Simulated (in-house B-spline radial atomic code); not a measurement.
Settings and results of a run for Cd V (Cd4+). Level of theory: scalar-relativistic (X2C) TPSSh, spin-polarised, spherical fractional occupations, exact exchange averaged over the configuration, Fermi nucleus of rms radius 4.6087 fm; calculated with a B-spline radial code for spherical atoms.

Command:
```bash
python run_scf.py task.json out
```
Settings (nuclear radius in fm, mass in u):
```
Z                48
configuration    [Kr] 4d8
hamiltonian      x2c
method           tpssh
spin_polarised   True
nucleus          fermi
rms_radius       4.6087
atomic_mass      113.90336
speed_of_light   137.035999084
exact_exchange   averaged over the configuration
```

Output (hartree, bohr):
```
 radial grid: 68 intervals, B-splines of order 8, outer radius 22.1277 bohr

 iter        energy (Eh)    residual
    1       -5589.528787    7.64e-02
    2       -5589.533054    1.37e-03
    3       -5589.533066    5.06e-04
    4       -5589.533067    2.18e-04
    5       -5589.533067    4.14e-05
    6       -5589.533067    6.35e-06
    7       -5589.533067    7.76e-07
    8       -5589.533067    3.06e-07

 total energy                     -5589.53307
 kinetic                            5861.8035
 electron-nucleus                 -13475.7158
 Hartree                            2178.4044
 exact exchange                      -15.1277
 exchange-correlation               -138.8974

 orbital      occ     eigenvalue          <r>       <r^2>       <1/r>       r_max
 1s up      1.000      -977.3784    0.0298277  0.00121367     52.7831     0.01901
 1s down    1.000      -977.3786    0.0298277  0.00121366     52.7831     0.01901
 2s up      1.000      -147.2073     0.131091   0.0203258     11.9369       0.111
 2s down    1.000      -147.1901     0.131084   0.0203236     11.9379       0.111
 2p up      3.000      -132.2701     0.114593   0.0160504     11.1601     0.08869
 2p down    3.000      -132.2558     0.114584   0.0160479     11.1609     0.08868
 3s up      1.000       -29.2929     0.357509    0.146312     4.15554      0.3235
 3s down    1.000       -29.2857     0.357494    0.146282     4.15498      0.3236
 3p up      3.000       -24.3589     0.356453    0.147601     3.89033      0.3168
 3p down    3.000       -24.3494     0.356418    0.147547     3.88994      0.3169
 3d up      5.000       -16.6292     0.334613    0.133208      3.6427      0.2659
 3d down    5.000       -16.6107     0.334646    0.133209     3.64191       0.266
 4s up      1.000        -6.0054     0.873554    0.862218     1.59371      0.7948
 4s down    1.000        -5.9293     0.872593    0.860597     1.59672      0.7935
 4p up      3.000        -4.5317     0.944424     1.01637     1.43651       0.842
 4p down    3.000        -4.4494     0.944096     1.01625     1.43814      0.8404
 4d up      5.000        -2.3644      1.14716     1.53915     1.15049      0.9529
 4d down    3.000        -2.2944      1.15339     1.55935     1.14658      0.9529
```

Time taken, with all properties: 1 s on 1 thread of Arm Neoverse N1, with other jobs on the host.

One-electron X2C: radii and densities carry no picture-change correction, so inner-shell <1/r> comes out high (for 1s by about 2 % at Z = 33, 5 % at 54, 10 % at 75, 30 % at 118) and <r> low.
